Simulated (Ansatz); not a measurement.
Input and output for `C[N]=[Mo]([F])([F])([F])[Cl]`.

```yaml
crystal:
  periodic: [false, false, false]
  atoms:
    - {symbol: C, position_ang: [0.405390, -1.716003, -0.045843]}
    - {symbol: N, position_ang: [0.024675, -0.356088, -0.019631]}
    - {symbol: Mo, position_ang: [-0.365254, 1.269101, 0.021783]}
    - {symbol: F, position_ang: [-2.195959, 1.350273, -0.277309]}
    - {symbol: F, position_ang: [-0.194368, 1.797692, -1.746727]}
    - {symbol: F, position_ang: [-0.784529, 1.565718, 1.802914]}
    - {symbol: Cl, position_ang: [1.667726, 2.239316, 0.423129]}
    - {symbol: H, position_ang: [-0.125201, -2.264044, 0.737324]}
    - {symbol: H, position_ang: [1.483078, -1.788939, 0.128792]}
    - {symbol: H, position_ang: [0.167643, -2.148127, -1.021533]}
basis:
  gaussian: {orbitals: def2-mTZVP}
hamiltonian: {xc: {name: PBE-QIDH}}
output: {forces: true}
```

```sh
$ ansatz run in.yaml --threads 4 --pin off --events-out ev --progress --plain --max-ram 11315MiB
```

Output, abridged:

```
Functional definition: PBE-QIDH
1442 factors; integrals over basis functions are off by at most 1.1e-3 eV
mean field evaluation 1: about -25059.8219 eV, gradient 8.6e1 eV
mean field evaluation 2: about -25059.9567 eV, gradient 8.6e1 eV
mean field evaluation 4: about -25072.7384 eV, gradient 2.0e1 eV
mean field evaluation 8: about -25073.3551 eV, gradient 6.4e-1 eV
mean field evaluation 16: about -25073.3665 eV, gradient 4.3e-3 eV
mean field -25073.36649835 eV, -921.4292234763 hartree, gradient 6.9e-6 eV, S^2 0.000000; 0 other end points of the search recorded, 0 dependent functions left out
10 core orbitals not correlated: weight in the atoms' cores, before any rotation towards them, 1.000 or more for the frozen orbitals, at most 0.000 for the correlated occupied ones
reference -25073.36651623 eV, -921.4292241331 hartree; 27, 27 occupied and 122, 122 virtual orbitals, 1442 factors
second order -46.56601881 eV of doubles, -0.00000000 eV of singles
Total energy: -25088.88852250 eV, -921.9996473423 hartree
Atom 0 at     0.405390    -1.716003    -0.045843 Å, force     0.179414    -0.557402    -0.006489 eV/Å
Atom 1 at     0.024675    -0.356088    -0.019631 Å, force     0.193480    -0.935451    -0.029492 eV/Å
Atom 2 at    -0.365254     1.269101     0.021783 Å, force    -0.058210     1.045723     0.058823 eV/Å
Atom 3 at    -2.195959     1.350273    -0.277309 Å, force    -0.484888    -0.078690    -0.085785 eV/Å
Atom 4 at    -0.194368     1.797692    -1.746727 Å, force     0.064756     0.091555    -0.597171 eV/Å
Atom 5 at    -0.784529     1.565718     1.802914 Å, force    -0.133009     0.013856     0.592841 eV/Å
Atom 6 at     1.667726     2.239316     0.423129 Å, force     0.351935     0.090169     0.064456 eV/Å
Atom 7 at    -0.125201    -2.264044     0.737324 Å, force     0.076280     0.147722    -0.146323 eV/Å
Atom 8 at     1.483078    -1.788939     0.128792 Å, force    -0.211622     0.056384    -0.031547 eV/Å
Atom 9 at     0.167643    -2.148127    -1.021533 Å, force     0.021865     0.126135     0.180688 eV/Å
Dipole moment:     0.294879    -1.057454    -0.020291 e Å
```

It took 8.5 s on 4 threads of an Intel Xeon Platinum 8488C on a shared host, with 0.6 GiB of host memory at the peak.
